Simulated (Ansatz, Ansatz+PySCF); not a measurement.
```yaml
atoms:
  - { symbol: H, position_ang: [2.3518, 0.0000, 0.0000] }
  - { symbol: H, position_ang: [1.6630, 1.6630, 0.0000] }
  - { symbol: H, position_ang: [0.0000, 2.3518, 0.0000] }
  - { symbol: H, position_ang: [-1.6630, 1.6630, 0.0000] }
  - { symbol: H, position_ang: [-2.3518, 0.0000, 0.0000] }
  - { symbol: H, position_ang: [-1.6630, -1.6630, 0.0000] }
  - { symbol: H, position_ang: [0.0000, -2.3518, 0.0000] }
  - { symbol: H, position_ang: [1.6630, -1.6630, 0.0000] }
```

Basis set: 6-31G* (spherical functions). All electrons are correlated. Charge 0, multiplicity 1.

Computed with Ansatz (development build ahead of 0.2.0); each method stands on the lowest determinant of its kind that the runs found. Restricted open shells among the atoms or ions are ROHF, correlated in semicanonical orbitals with singles.

**Question.** Give the atomization energy at this shape (free ground-state atoms in the same class of orbitals less the molecule, no zero-point energy) of singlet H₈ by UHF-CCSDT(Q), UHF-CCSD(T), UHF-MP2, UHF, RHF-MP2, RHF.

**Answer.**

| method | atomization energy |
| --- | --- |
| UHF-CCSDT(Q) | 311.9 kJ/mol |
| UHF-CCSD(T) | 304.2 kJ/mol |
| UHF-MP2 | 189.9 kJ/mol |
| UHF | 160.5 kJ/mol |
| RHF-MP2 | -98.0 kJ/mol |
| RHF | -505.2 kJ/mol |

Caution for UHF-CCSDT(Q), UHF-CCSD(T), UHF-MP2: bonds are stretched, where a single reference can fail. Caution for UHF-CCSDT(Q), UHF-CCSD(T), UHF-MP2, UHF: the unrestricted determinant is a mixture of spin states. Caution for UHF-CCSD(T), RHF-MP2: the program doubts this total. Caution for RHF-MP2, RHF: an unrestricted determinant lies well below; the determinant breaks the point group; the molecule lies well above its atoms at this level. Caution for RHF-MP2: large amplitudes, a single reference is doubtful.
